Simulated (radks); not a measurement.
Values are calculated unless marked as measured or tabulated.
Species: In XXXV. Configuration: [Ne] 3s2 3p3. Level of theory: Dirac Kohn-Sham, PBE, spin-unpolarised, spherical densities, finite nucleus; open shells fill j = l - 1/2 first; Fermi nuclear charge, rms radius 4.6156 fm (a radial shooting solver on a logarithmic mesh with Libxc functionals).

Normalised radial functions P(r) = r R(r) (large component), r in bohr:

r,1s1/2,3p1/2,3p3/2
0.001759,1.2827,0.0129,0.0053
0.002442,1.6852,0.0204,0.0099
0.003389,2.1854,0.0328,0.0184
0.004705,2.7836,0.0537,0.0340
0.006531,3.4583,0.0887,0.0619
0.009067,4.1507,0.1467,0.1109
0.01259,4.7491,0.2404,0.1938
0.01747,5.0857,0.3850,0.3271
0.02426,4.9700,0.5924,0.5257
0.03367,4.2799,0.8544,0.7878
0.04674,3.0954,1.1126,1.0638
0.06489,1.7600,1.2234,1.2182
0.09007,0.7181,0.9627,1.0239
0.125,0.1854,0.1575,0.2810
0.1736,0.0254,-1.0303,-0.8967
0.241,0.0015,-1.9378,-1.8719
0.3318,0.0000,-1.8801,-1.9056
0.4606,0.0000,-1.0219,-1.0800
0.6395,0.0000,-0.2771,-0.3062
0.8877,0.0000,-0.0300,-0.0349

1s1/2: eigenvalue -29640 eV, 0 radial nodes, <r> = 0.0297 bohr, 90 % of the charge inside 0.0533 bohr. 3p1/2: eigenvalue -2205.1 eV, 1 radial node at r = 0.131 bohr, <r> = 0.296 bohr, 90 % of the charge inside 0.439 bohr. 3p3/2: eigenvalue -2152.6 eV, 1 radial node at r = 0.136 bohr, <r> = 0.304 bohr, 90 % of the charge inside 0.450 bohr.
